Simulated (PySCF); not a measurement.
Isomers of C2H2OSi. All species are isolated molecules in the gas phase. Strings in code marks are SMILES.

The S1–T1 gap (TDA) from two functionals at the same geometries (PBE0-D3(BJ)/def2-TZVP), both in PySCF: PBE-D3(BJ)/def2-TZVP and ωB97X-D3(BJ)/def2-TZVP. Excitations are Tamm–Dancoff values on a coarser integration grid. The basis has no diffuse functions, so Rydberg states are missing or too high.

```json
[
 {"species": "`O=[si]1cc1`", "ωB97X-D3(BJ)/def2-TZVP (eV)": "0.68"},
 {"species": "`C#C[SiH]=O`", "ωB97X-D3(BJ)/def2-TZVP (eV)": "0.31"},
 {"species": "`O=C=C=[SiH2]`", "ωB97X-D3(BJ)/def2-TZVP (eV)": "0.19"}
]
```

Q: What does PBE-D3(BJ)/def2-TZVP give for each?

A: 
- `O=[si]1cc1`: 0.45
- `C#C[SiH]=O`: 0.32
- `O=C=C=[SiH2]`: 0.24
Over these rows, drawn at random from the members with no instability flagged (it was tested for open shells, ions and some series alone), PBE minus ωB97X-D3(BJ): mean -0.06 eV, from -0.23 eV to +0.04 eV.
